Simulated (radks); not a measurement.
The numbers below are computed, except where a source is named.
Task: The phosphorus ion P+ is in [Ne] 3s2 3p2. Code: a radial shooting solver on a logarithmic mesh with Libxc functionals. Model: scalar-relativistic Kohn-Sham, PBE, spin-polarised, spherical densities, finite nucleus; Fermi nuclear charge, rms radius of each element as measured or else 0.836 A^(1/3) + 0.57 fm. Open shells are filled with parallel spins first. One electron is removed from 3s, 2s, 3p, 2p in turn, with full relaxation. Which removal costs least, and what does each cost?

Result: 3p 19.867 eV; 3s 26.755 eV; 2p 151.15 eV; 2s 199.39 eV. The 3p electron leaves first.
